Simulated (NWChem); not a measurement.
CH4F2Si; SMILES C[SiH](F)F

Program: NWChem. Geometry: optimised at PBE0/def2-SVP. Level: PBE0/def2-SVP with SMD (1 M gas to 1 M solution), gas-phase geometry. Reactions with the solvent are ignored.

For solvent n-hexane:

| Property | Result |
|---|---|
| solvation free energy (kcal/mol) | -1.7 |
| cavity-dispersion-structure term (kcal/mol) | -0.1 |
| dipole in solution (D) | 2.47 |

Q: What are these values for solvent water?

A: The solvation free energy (kcal/mol) is -0.2 and the cavity-dispersion-structure term (kcal/mol) comes out as 3.6. The dipole in solution (D) is 2.73.
